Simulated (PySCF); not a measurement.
Zr: excitation energy

Zr [Kr] 4d2 5s2 (3F) → Zr [Kr] 4d2 5s1 5p1 (high-spin determinant), as a difference of total energies. Calculation: PySCF 2.14, in x2c-TZVPPall (8s6p6d2f1g, 79 functions); scalar relativity by spin-free X2C-1e. Correlated levels: valence and next inner shell: [Ar] 3d10 frozen. The calculations carry no spin-orbit coupling.

```csv
method,excitation energy (eV)
UHF,0.850
MP2 (valence and next inner shell),1.898
SCS-MP2 (valence and next inner shell),2.074
CCSD (valence and next inner shell),1.885
CCSD(T) (valence and next inner shell),2.004
```

Problem. How much does correlation contribute at CCSD(T) (valence and next inner shell)?

Solution. 2.004 − (0.850) = 1.154 eV, measured against UHF.

The basis was made for the ground configuration and has no added diffuse functions, so the excitation energy can come out too high.

The determinant of the upper state mixes LS terms, which raises its energy above the lowest term, most at the Hartree-Fock and MP2 levels.
